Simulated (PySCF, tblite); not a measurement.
Isomers of C7H13FOSi, one GFN2-xTB conformer each. Single-point energies are computed at PBE0/pcSseg-1 (PySCF, gas phase, no added dispersion term), electronic only.

Question: Rank them by PBE0/pcSseg-1 energy, lowest first (kJ/mol).
A. `[CH3:1]/[CH:2]=[C:3]1\[SiH2:4][C@@H:5]([O:6][CH2:7][CH3:8])[C@@H:9]1[F:10]` with Si4–C5–O6–C7 -166°, C5–O6–C7–C8 -70°, C2–C3–Si4–C5 -164°, C3–Si4–C5–O6 -128°, Si4–C5–C9–F10 132°, C2–C3–C9–C5 163°
B. `[CH3:1][CH2:2]/[C:3](=[CH:4]\[SiH2:5][CH2:6][F:7])[C:8]([CH3:9])=[O:10]` with C1–C2–C3–C4 -99°, C3–C4–Si5–C6 179°, C4–Si5–C6–F7 179°, C2–C3–C8–C9 -157°
C. `[CH3:1][CH2:2][C@H:3]1[CH2:4][Si@:5]([F:6])([C:7]([CH3:8])=[O:9])[CH2:10]1` with C1–C2–C3–C4 177°, C4–Si5–C7–C8 132°, C2–C3–C4–Si5 131°, C3–C4–Si5–F6 -119°, C4–Si5–C10–C3 7°, C2–C3–C10–Si5 -130°
D. `[CH3:1][C@@H:2]1[CH2:3][C@:4]12[CH2:5][O:6][CH2:7][C@@H:8]([F:9])[SiH2:10]2` with C1–C2–C3–C4 -112°, C2–C3–C4–C5 110°, C3–C4–C5–O6 -160°, C4–C5–O6–C7 -73°
E. `[CH3:1][C:2]#[C:3][Si@@H:4]([F:5])[C@H:6]([CH3:7])[O:8][CH2:9][CH3:10]` with C3–Si4–C6–C7 -155°, Si4–C6–O8–C9 -131°, C6–O8–C9–C10 81°

Answer: C (0.0), E (135.6), B (215.7), D (249.8), A (296.9).

As drawn, the lowest has a C=O bond and an Si–F bond, which the highest lacks; the highest has a C=C bond outside aromatic rings, which the lowest lacks. GFN2-xTB itself gives, in the same order: 0.0, 45.8, 144.1, 89.0, 152.3. Both levels put the same isomer lowest; measured from each level's own lowest isomer, the values differ by up to 160.8 kJ/mol (C[C@@H]1C[C@]12COC[C@@H](F)[SiH2]2: 89.0 against 249.8).

Q: Which frontier levels, dipoles and rotational constants go with these structures?

A: 
| SMILES | HOMO (eV, PBE0/pcSseg-1) | LUMO (eV) | dipole (D) | A, B, C (MHz) |
| --- | --- | --- | --- | --- |
| CC[C@H]1C[Si@](F)(C(C)=O)C1 | -6.87 | -1.40 | 1.11 | 2364, 578.2, 525.5 |
| CC#C[Si@@H](F)[C@H](C)OCC | -7.07 | -0.14 | 3.22 | 1133, 814.6, 508.5 |
| CC/C(=C\[SiH2]CF)C(C)=O | -7.45 | -1.94 | 1.89 | 1959, 485.5, 414.0 |
| C[C@@H]1C[C@]12COC[C@@H](F)[SiH2]2 | -7.42 | 0.60 | 2.18 | 1985, 793.7, 667.0 |
| C/C=C1\[SiH2][C@@H](OCC)[C@@H]1F | -7.05 | -0.70 | 0.94 | 2113, 666.3, 534.8 |

Q: What happens when harmonic zero-point energies from GFN2-xTB frequencies are added?

A: 
| SMILES | ZPE (kJ/mol) | electronic (kJ/mol) | with ZPE (kJ/mol) |
| --- | --- | --- | --- |
| CC[C@H]1C[Si@](F)(C(C)=O)C1 | 490.0 | 0.0 | 0.0 |
| CC#C[Si@@H](F)[C@H](C)OCC | 476.2 | 135.6 | 121.8 |
| CC/C(=C\[SiH2]CF)C(C)=O | 470.3 | 215.7 | 196.1 |
| C[C@@H]1C[C@]12COC[C@@H](F)[SiH2]2 | 482.2 | 249.8 | 242.1 |
| C/C=C1\[SiH2][C@@H](OCC)[C@@H]1F | 474.5 | 296.9 | 281.5 |

The zero-point energies span 19.7 kJ/mol. The order is unchanged.
